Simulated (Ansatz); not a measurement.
Geometry optimisation, RKS B3LYP-D4/def2-SVP in Ansatz 0.2.0.

Input:

```yaml
crystal:
  periodic: [false, false, false]
  atoms:
    - { symbol: O, position_ang: [0.27136, -1.32506, -0.84848] }
    - { symbol: C, position_ang: [0.64126, -0.73219, 0.13526] }
    - { symbol: "N", position_ang: [0.25484, 0.51779, 0.39715] }
    - { symbol: Te, position_ang: [-0.92445, 1.39512, -1.03289] }
    - { symbol: H, position_ang: [1.30576, -1.17656, 0.89498] }
    - { symbol: H, position_ang: [0.57761, 1.0044, 1.21503] }
    - { symbol: H, position_ang: [0.23129, 2.5081, -1.36075] }
basis:
  gaussian: { orbitals: def2-SVP }
hamiltonian:
  xc: b3lyp
  dispersion: d4
relax:
  f_tol: 0.015
  max_steps: 40
```

Run as:

```bash
$ ansatz run input.yaml --threads 1 --pin off --max-ram 2048MiB --backend cpu --events-out ev --progress --plain --runs-dir out
```

Problem. Where does it end, and by what steps?

Solution. The forces met the threshold. After 13 steps the energy has fallen by 0.178 eV; Te4 moved furthest, 0.40 Å.

```
step  energy less start (eV)  largest force component (eV/Å)  accepted
   0                  0.0000                           0.985       yes
   1                 -0.1148                           1.056       yes
   2                 -0.1086                           1.025        no
   3                 -0.1392                           0.564       yes
   4                 -0.1505                           0.113       yes
   5                 -0.1586                           0.069       yes
   6                 -0.1665                           0.208       yes
   7                 -0.1764                           0.073       yes
   8                 -0.1753                           0.129        no
   9                 -0.1775                           0.165       yes
  10                 -0.1775                           0.163       yes
  11                 -0.1772                           0.100        no
  12                 -0.1781                           0.034       yes
  13                 -0.1782                           0.003       yes
```

```xyz
7
Properties=species:S:1:pos:R:3
O 0.461 -1.293 -0.952
C 0.661 -0.724 0.092
N 0.203 0.517 0.444
Te -0.998 1.686 -0.766
H 1.271 -1.172 0.919
H 0.488 0.889 1.345
H 0.272 2.290 -1.682
```

Whether the end is a true minimum wasn't checked by a vibrational analysis.

Time of the run: 68 s on 1 thread of Arm Neoverse V1, on a shared host, peak memory 0.26 GiB.
